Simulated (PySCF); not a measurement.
A structure optimised at PBE0-D3(BJ)/def2-TZVP, used in a PySCF frequency run:

```xyz
7

Cd     0.0000     0.0000     0.0129
N     -0.0779    -2.0002    -0.1013
H      0.8050    -2.4179    -0.3703
H     -0.3511    -2.4379     0.7702
N      0.0779     2.0002    -0.1013
H     -0.8050     2.4179    -0.3703
H      0.3511     2.4379     0.7702
```
Charge 0, spin multiplicity 1.

### Question
Write its SMILES, formula and point group.

### Answer
[NH2][Cd][NH2], CdH4N2, C2

### Question
What are its rotational constants (standard atomic weights)?

### Answer
145.81, 3.6736, 3.6713 GHz
